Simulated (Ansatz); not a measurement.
Al₂H₆SSi, SMILES `[AlH2][S][AlH][SiH3]`. The species carries charge 0 and has multiplicity 1.

Cartesian coordinates in Å:
```
Al -0.2114 -0.7443 -1.5492
S 0.3284 -2.3801 -0.1213
Al -0.0148 -1.0345 1.5216
Si 0.1846 1.2456 0.6178
H -1.6947 -0.1894 -1.4144
H 0.6490 -0.6090 -2.8682
H -0.1995 -1.4402 3.0357
H -0.9712 2.1758 0.5659
H 0.5355 0.9836 -0.8541
H 1.3940 1.9924 1.0663
```

(1) What are the harmonic wavenumbers in cm⁻¹ at PBE0-D4/def2-TZVP (Ansatz, finite differences of forces, unscaled)? (Best estimate.)

(2) Is this a minimum?

(3) Give the ideal-gas thermochemistry at 298.15 K and 1 bar (rigid rotor, harmonic oscillator; point group C1, symmetry number 1).

## Answers

(1) Computed: 52, 128, 183, 226, 349, 383, 423, 438, 472, 485, 495, 535, 593, 668, 753, 889, 910, 1044, 1900, 1939, 1951, 1978, 2205, 2240.

(2) Yes, all 24 modes are real.

(3) Zero-point energy 127.0 kJ/mol; H(298) − E = 150.9 kJ/mol; entropy 369.1 J/(mol·K), of which translation 168.6, rotation 117.1, vibration 83.4; G(298) − E = 40.8 kJ/mol. Modes under 100 cm⁻¹ are hindered rotations or soft bends, so the harmonic entropy is rough.
